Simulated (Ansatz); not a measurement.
Reaction (ligand exchange at a B–C bond): `CB(N)Br` + HCl → `NB(Cl)Br` + CH₄

Calculated with Ansatz (gas phase, PBE0-D4/def2-TZVP geometries, no zero-point term in ΔE). CBS: MP2 limit from def2 TZ/QZ plus the TZ coupled-cluster correction, frozen cores. This one scheme is used for every species. DFT in def2-TZVPP. For Br outer-core shells are correlated without core-valence functions, which leaves a few kJ/mol of doubt a bond. Scalar relativity is left out up to krypton. Each species was taken in one conformer, which may not be the lowest.

```
           level  ΔE (kcal/mol)
      r2SCANh-D4          -18.6
             PBE          -18.3
CCSD(T)/def2-SVP          -19.9
   MP2/CBS(def2)          -18.7
```

Task: What does CCSD(T)/CBS give? (Best estimate.)

Result: Ansatz gave: -17.4 kcal/mol. The listed levels differ from it by -1.2, -0.9, -2.5, -1.3 kcal/mol.

Largest T1 diagnostic among the species: 0.009.

Leaving LDA and LC-ωPBE aside and taking each functional with its dispersion term where it has one, the values, not all of them listed here, spread over 1.1 kcal/mol, from B97M-V to CAM-B3LYP-D4. LDA lies +1.0 kcal/mol from PBE without D4. At CCSD(T), def2-SVP lies −2.5 kcal/mol from the extrapolated value and def2-TZVPP +0.1 kcal/mol.
